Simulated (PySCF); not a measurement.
Bonds (- single, = double, # triple, : aromatic): P1-Si2, Si2-N3, N3=C4, C4-C5, C5:C6, C6:C7, C7:C8, C8:C9, C9:N10, N10:C5. P1 carries H11, H12; Si2 carries H13, H14; C4 carries H15; C6 carries H16; C7 carries H17; C8 carries H18; C9 carries H19. Stereochemistry as in P[SiH2]/N=C/c1ccccn1.

- GIAO PBE0/pcSseg-1 shieldings
- coordinates at the GFN2-xTB level
- program: PySCF
- non-relativistic, one conformer, rapidly exchanging positions averaged, no solvent model

**Question.** Predict the 2D correlation tables (HSQC, COSY, HMBC).

**Answer.** 

HSQC (one-bond C–H):
```
        δH          δC
9.06 (H19)  155.1 (C9)
9.04 (H15)  182.2 (C4)
8.67 (H16)  128.4 (C6)
8.12 (H17)  142.2 (C7)
7.50 (H18)  131.1 (C8)
```

COSY cross peaks (H two or three bonds apart, from the bond graph; peaks can be absent where the dihedral angle is near 90°):
```
            δH              δH
    9.06 (H19)      7.50 (H18)
    8.67 (H16)      8.12 (H17)
    8.12 (H17)      7.50 (H18)
5.79 (H13/H14)  1.06 (H11/H12)
```

HMBC (two and three bonds, from the bond graph):
```
            δH                                              δC
    9.06 (H19)              159.9 (C5), 142.2 (C7), 131.1 (C8)
    9.04 (H15)                          159.9 (C5), 128.4 (C6)
    8.67 (H16)  182.2 (C4), 159.9 (C5), 142.2 (C7), 131.1 (C8)
    8.12 (H17)  159.9 (C5), 155.1 (C9), 131.1 (C8), 128.4 (C6)
    7.50 (H18)              155.1 (C9), 142.2 (C7), 128.4 (C6)
5.79 (H13/H14)                                      182.2 (C4)
```

δ = σ(ref) − σ, references computed at the same level: TMS for 1H (σref 31.72), 13C (σref 186.93).

Shifts are as computed. Against solution values, carbons near 30 ppm lie about +3 ppm off and those near 130 ppm about +5 ppm. Of 1309 compounds with measured shifts, 239 miss one by over three times the rms of a fit or turn the order of signals round; such compounds aren't used in these exercises.
